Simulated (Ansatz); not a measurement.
Start from `N[SiH](O)C=S` and change one atom or group to get `N[SiH](O)Br`.

Ansatz, PBE0-D4/def2-TZVP geometries, multiplicity 1. Each molecule was computed in one conformer, which needn't be the lowest.

Scalar relativity is left out up to krypton.

```
                                          property  `N[SiH](O)C=S`
             HOMO energy (ωB97M-V/def2-TZVPP) / eV           -8.49
                LUMO energy (PBE0/def2-TZVPP) / eV           -2.64
             HOMO–LUMO gap (B3LYP/def2-TZVPP) / eV            3.26
size of the dipole moment (ωB97M-V/def2-TZVPP) / D            2.10
                 LUMO energy (PBE/def2-TZVPP) / eV           -3.56
               HOMO–LUMO gap (PBE/def2-TZVPP) / eV            1.52
```

Q: What does the change do to each property? (Best estimate.)

A: Computed: 
```csv
property,`N[SiH](O)Br`,shift
HOMO energy (ωB97M-V/def2-TZVPP) / eV,-10.36,-1.87
LUMO energy (PBE0/def2-TZVPP) / eV,0.67,3.31
HOMO–LUMO gap (B3LYP/def2-TZVPP) / eV,8.05,4.79
size of the dipole moment (ωB97M-V/def2-TZVPP) / D,2.62,0.52
LUMO energy (PBE/def2-TZVPP) / eV,-0.19,3.37
HOMO–LUMO gap (PBE/def2-TZVPP) / eV,6.33,4.81
```

With PBE0 the HOMO falls by 1.69 eV and the LUMO rises by 3.31 eV, so the gap widens by about 5.00 eV. PBE moves the HOMO by -1.44 eV and ωB97M-V by -1.87 eV. Dipoles are sizes alone; their direction can turn.

B3LYP here is the variant with VWN-RPA as its local correlation; programs differ in this.

Spin–orbit coupling is left out; it splits and shifts lone-pair levels of the heavy atoms by tenths of an eV.
